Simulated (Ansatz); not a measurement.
Isomers of C2H7BOSi, relaxed with PBE0-D4/def2-TZVP in Ansatz; electronic energies, one conformer each and not always the lowest. Functionals use def2-TZVPP; CBS adds triple-zeta CCSD(T) − MP2 to the MP2 limit of def2-TZVPP and def2-QZVPP.

Order them by energy at frozen-core CCSD(T)/CBS, lowest first. (Best estimate.)
A. `CC1[SiH2]B1O`
B. `CC1([SiH3])BO1`
C. `B/C=C/O[SiH3]`
D. `CC1B[SiH2]O1`
E. `COB1C[SiH2]1`

A (0.0 kcal/mol), C (1.0 kcal/mol), B (6.4 kcal/mol), E (10.0 kcal/mol), D (12.6 kcal/mol).

How do ωB97M-V, HF/CBS(def2), B3LYP-D4, B3LYP place them (kcal/mol, against `CC1[SiH2]B1O`)? (Best estimate.)

Ansatz gave: 
| isomer | ωB97M-V | HF/CBS(def2) | B3LYP-D4 | B3LYP |
| --- | --- | --- | --- | --- |
| `B/C=C/O[SiH3]` | 1.3 | -15.0 | -2.6 | -3.2 |
| `CC1([SiH3])BO1` | 6.1 | 2.8 | 5.8 | 6.2 |
| `COB1C[SiH2]1` | 9.5 | 6.6 | 8.7 | 8.1 |
| `CC1B[SiH2]O1` | 13.1 | 5.4 | 13.5 | 14.0 |

B3LYP here is the variant with VWN-RPA as its local correlation; programs differ in this.
